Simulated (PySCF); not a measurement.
## Vertical excitation energies

Compound: 4-fluorothiophenol, C6H5FS.
InChI=1S/C6H5FS/c7-5-1-3-6(8)4-2-5/h1-4,8H

Method: PySCF, TDDFT CAM-B3LYP/def2-SVPD, vertical, gas phase, core orbitals frozen in the response. The structure is a single PBE0-D3(BJ)/def2-SVP conformer in the gas phase; no vibrational or solvent corrections. Torsions of this conformer, `[F:1][c:2]1[cH:3][cH:4][c:5]([SH:6])[cH:7][cH:8]1`: H–S6–C5–C4 1°.

```json
{"state": "S1", "E (eV)": "4.82", "λ (nm)": "257.2", "ν̃ (cm⁻¹)": "38880", "f": "0.023", "main configurations (H = HOMO, L = LUMO)": "H→L (87%), H-1→L+1 (11%)"}
{"state": "S2", "E (eV)": "5.08", "λ (nm)": "243.9", "ν̃ (cm⁻¹)": "41000", "f": "0.0016", "main configurations (H = HOMO, L = LUMO)": "H→L+2 (74%)"}
{"state": "S3", "E (eV)": "5.48", "λ (nm)": "226.2", "ν̃ (cm⁻¹)": "44200", "f": "0.213", "main configurations (H = HOMO, L = LUMO)": "H→L+1 (90%)"}
{"state": "S4", "E (eV)": "5.93", "λ (nm)": "208.9", "ν̃ (cm⁻¹)": "47860", "f": "0.017", "main configurations (H = HOMO, L = LUMO)": "H→L+3 (73%), H→L+2 (12%)"}
{"state": "S5", "E (eV)": "6.59", "λ (nm)": "188.3", "ν̃ (cm⁻¹)": "53120", "f": "0.010", "main configurations (H = HOMO, L = LUMO)": "H→L+5 (43%), H→L+4 (23%), H→L+3 (11%)"}
{"state": "S6", "E (eV)": "6.62", "λ (nm)": "187.3", "ν̃ (cm⁻¹)": "53390", "f": "0.124", "main configurations (H = HOMO, L = LUMO)": "H-1→L+1 (63%), H-2→L (21%), H→L (11%)"}
```

The lowest singlet lies at 4.82 eV (257 nm, ultraviolet) and is weak; its leading configuration is HOMO→LUMO (87%). The most intense listed level is S3 at 5.48 eV (226 nm, f = 0.213), 0.66 eV above S1. Löwdin shares by element: HOMO sulfur 38%, carbon 35% or more (atoms not listed hold the other 27%); LUMO carbon 72% or more (atoms not listed hold the other 28%). Weighted by f, the mean energy of these states is 5.85 eV. Of the 6 states listed, 5 reach f = 0.01 and none stays under 0.0005. The listed states span 1.80 eV, and the widest gap between neighbours is 0.65 eV (S4 to S5). No computed singlet lies in the visible range (380 to 750 nm); the lowest, at 257 nm, stands 1.56 eV above its violet end (3.26 eV). The window holds the lowest 6 singlets.
